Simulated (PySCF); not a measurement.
GeF3Br, SMILES [F][Ge]([Br])([F])[F]. Geometry: B3LYP-D3(BJ)/def2-SVP.

Computed equilibrium geometry at B3LYP-D3(BJ)/def2-SVP (PySCF confirms it by a frequency run) as a Z-matrix, and its point group:
point group C3v.
```
Ge
F 1 1.7150
F 1 1.7150 2 107.04
F 1 1.7150 2 107.04 3 -114.49
Br 1 2.2598 2 111.80 4 -122.76
```
Charge 0, spin multiplicity 1.
